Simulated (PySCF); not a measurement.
CeH₃⁺, singlet: structure and spectrum

Method: PBE0/[Ce def2-TZVP with ECP28, H def2-TZVP], scalar-relativistic core potentials, density fitting, no spin–orbit coupling, PySCF.

The structure is a saddle point with 1 imaginary mode.

Z-matrix (Å, degrees; charge 1 multiplicity 1):
```
Ce
H  1 1.9081
H  1 1.9081 2 120.00
H  1 1.9081 2 120.00 3 180.00
```

| Property | Result |
| --- | --- |
| Point group | D3h |
| Bond lengths | Ce–H 1.908 Å (×3) |
| Bond angles | H–Ce–H 120.0° (×3) |
| Principal quadrupole moments (Buckingham, traceless) about the centre of mass | -4.71, -4.70, 9.41 D Å |
| Highest occupied level | -13.37 eV |
| Dipole moment about the centre of mass | 0.00 D |
| Zero-point energy (real modes) | 32.4 kJ/mol |
| Lowest empty level | -9.42 eV |
| Principal polarisabilities | 19.1, 56.4, 56.5 bohr³ |
| Rotational constants | 3.063, 3.063, 1.531 cm⁻¹ |

Harmonic modes (masses in u: Ce 139.905, H 1.008):
```csv
symmetry,ω (cm⁻¹),"IR (km/mol, summed over degenerate members)",type
a2'',238i,–,bend
e',345,263,bend
a1',1567,0.0,stretch
e',1580,993,stretch
```

In D3h the vibrations span a2'' + 2e' + a1'. The a1' mode carries no infrared intensity, as symmetry demands.

Charges (e):
| atom | Mulliken | Löwdin | polar tensor | Mayer order to Ce1 |
| --- | --- | --- | --- | --- |
| Ce1 | 1.14 | 1.14 | 2.17 | – |
| H2,3,4 | -0.05 | -0.05 | -0.39 | 0.99 |

Mulliken populations on Ce1 (electrons outside its core potential): s 4.28, p 12.13, d 11.58, f 0.87.

Only a few start shapes were tried, so a lower isomer may exist. At this level a singlet minimum of C3v symmetry lies 5 kJ/mol below this structure.

The final relaxation and frequency run took roughly 90 core-seconds on a shared host.
